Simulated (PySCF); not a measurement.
C5H10, SMILES C=CC(C)C. Atoms are numbered in the order given.

```xyz
15

C      1.5951    -1.1697     0.2622
C      0.6481    -0.7219    -0.5635
C     -0.6030     0.0251    -0.1915
C     -0.6562     1.3614    -0.9358
C     -0.7874     0.2164     1.3065
H      1.5366    -1.0345     1.3457
H      2.4731    -1.6966    -0.1202
H      0.7753    -0.8915    -1.6411
H     -1.4499    -0.5848    -0.5629
H     -1.6098     1.8797    -0.7503
H     -0.5537     1.2233    -2.0234
H      0.1609     2.0223    -0.6046
H     -1.7368     0.7310     1.5177
H      0.0245     0.8293     1.7307
H     -0.7992    -0.7454     1.8412
```

Coordinates come from a PBE0-D3(BJ)/def2-SVP optimisation. Other conformers were not sampled.

Two levels are set side by side: PBE/pcSseg-1 (PySCF) and PBE0/pcSseg-1 (PySCF). GIAO shifts against TMS (¹H), TMS (¹³C) at the same level; non-relativistic, no solvent, atoms listed together averaged. Differences are taken from unrounded values.

| quantity | PBE0 |
|---|---|
| δ(¹³C) of C1 (ppm) | 119.9 |
| δ(¹³C) of C2 (ppm) | 156.4 |
| δ(¹³C) of C3 (ppm) | 35.2 |
| δ(¹H) of H6, H7 (ppm) | 5.51 |
| δ(¹H) of H8 (ppm) | 6.50 |
| δ(¹H) of H9 (ppm) | 2.42 |

What does PBE give, and how far is it from PBE0? (Estimate from the structure and the level; the computed values follow.)


```json
[
 {"quantity": "δ(¹³C) of C1 (ppm)", "PBE": "117.6", "PBE minus PBE0": "-2.4"},
 {"quantity": "δ(¹³C) of C2 (ppm)", "PBE": "155.5", "PBE minus PBE0": "-0.9"},
 {"quantity": "δ(¹³C) of C3 (ppm)", "PBE": "38.2", "PBE minus PBE0": "2.9"},
 {"quantity": "δ(¹H) of H6, H7 (ppm)", "PBE": "5.45", "PBE minus PBE0": "-0.07"},
 {"quantity": "δ(¹H) of H8 (ppm)", "PBE": "6.54", "PBE minus PBE0": "0.03"},
 {"quantity": "δ(¹H) of H9 (ppm)", "PBE": "2.59", "PBE minus PBE0": "0.17"}
]
```

Rough cost on one machine, each run with all the roots and properties that it gave: PBE0 against PBE within a factor of 2.
